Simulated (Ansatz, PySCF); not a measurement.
Species: SiCl, charge 0, doublet. SiCl (SMILES [Si]Cl, doublet).
B3LYP-D3(BJ)/def2-TZVP minimum from Ansatz (a first-principles code):
```
Si
Cl 1 2.0838
```
Charge 0, spin multiplicity 2.

Atomisation energy term by term, kcal/mol (programs: Ansatz). Open shells are spin-unrestricted; no spin-orbit coupling. Cores are frozen in correlated methods. Rows without X2C or -DK are non-relativistic. CBS(X,Y): correlation extrapolated as X^-3, Hartree-Fock from the larger set (Q,5: extrapolated as (X+1)exp(-9√X)). A bracket is a step between two methods taken in the basis named. 'core' is core correlation in cc-pwCVTZ (1s frozen past Ne), 'X2C' scalar relativity in cc-pVTZ-DK, both at CCSD(T).

```csv
term,basis,kcal/mol
Hartree-Fock,"CBS(cc-pV(Q+d)Z,cc-pV(5+d)Z)",71.25
CCSD correlation,"CBS(cc-pV(Q+d)Z,cc-pV(5+d)Z)",27.76
(T),"CBS(cc-pV(Q+d)Z,cc-pV(5+d)Z)",3.76
CCSDT(Q) - CCSD(T),cc-pV(Q+d)Z,0.10
CCSDTQ - CCSDT(Q),cc-pV(D+d)Z,-0.04
core correlation,cc-pwCVTZ,0.35
scalar relativity,"X2C, cc-pVTZ-DK",-0.21
minus zero-point energy,Hessian by PySCF at B3LYP-D3(BJ)/def2-TZVP,-0.73
sum: D0,,102.3
```

The step beyond CCSD(T) by other levels: CCSDTQ in cc-pV(D+d)Z 0.29; CCSDT(Q) in cc-pV(D+d)Z 0.32; CCSDT(Q) in cc-pV(T+d)Z 0.13 kcal/mol.
